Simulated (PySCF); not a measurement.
Excitation energy of B+ by level of theory

B+ [He] 2s2 (1S) → B+ [He] 2s1 3d1 (3D), as a difference of total energies. Calculation: PySCF 2.14, in aug-cc-pwCVTZ (7s6p4d2f, 59 functions); the non-relativistic Hamiltonian (point nucleus). Correlated levels: valence: 1s2 frozen. The calculations carry no spin-orbit coupling.

| method | excitation energy (eV) |
| --- | --- |
| UHF | 17.264 |
| MP2 (valence) | 18.179 |
| SCS-MP2 (valence) | 18.447 |
| CCSD (valence) | 18.700 |

Problem. How much does correlation contribute at MP2 (valence)?

Solution. 18.179 − (17.264) = 0.915 eV, measured against UHF.

The promoted electron is Rydberg-like, and one or two diffuse shells describe it only roughly, which tends to raise the upper state.

With two correlated electrons CCSD is exact in that space.
